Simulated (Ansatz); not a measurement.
Ansatz (an electronic-structure program) input (B3LYP/6-31G* with LANL2DZ past Ar): The .json file joins the Basis Set Exchange's 6-31G* for atoms up to Ar and LANL2DZ past it.

Ansatz 0.2 input:
```yaml
crystal:
  periodic: [false, false, false]
  atoms:
    - {symbol: Hg, position_ang: [-0.00000000, -0.00000000, -0.02218300]}
    - {symbol: H, position_ang: [0.00000000, 0.00000000, 1.77460400]}
basis:
  gaussian:
    orbitals: 6-31Gs+LANL2DZ.json
hamiltonian:
  xc: {name: B3LYP}
magnetization: {spin_polarized: true, initial_magnetization: 1}
output: {forces: true}
```

Output:

```
Functional definition: B3LYP
integrals: 0.01 GiB planned
300 factors; integrals over basis functions are off by at most 1.5e-4 eV
mean field: 0.07 GiB planned
mean field evaluation 1: about -1177.7758 eV, gradient 5.0e0 eV
mean field evaluation 2: about -1177.8909 eV, gradient 4.3e0 eV
mean field evaluation 4: about -1178.1120 eV, gradient 4.3e-1 eV
mean field evaluation 8: about -1178.1207 eV, gradient 1.0e-2 eV
mean field -1178.12068300 eV, -43.2951365414 hartree, gradient 1.2e-5 eV, S^2 0.758257; 0 other end points of the search recorded, 0 dependent functions left out
the calculation of the forces begins
reference -1178.12087277 eV, -43.2951435154 hartree; 7, 6 occupied and 13, 14 virtual orbitals, 300 factors
Total energy: -1178.12087277 eV, -43.2951435154 hartree
Atom 0 at    -0.000000    -0.000000    -0.022183 Å, force    -0.000000     0.000000    -1.009714 eV/Å
Atom 1 at     0.000000     0.000000     1.774604 Å, force     0.000000    -0.000000     1.009714 eV/Å
Dipole moment:    -0.000000     0.000000    -0.118574 e Å
```

The geometry given is a B3LYP-D3(BJ)/def2-TZVP minimum.
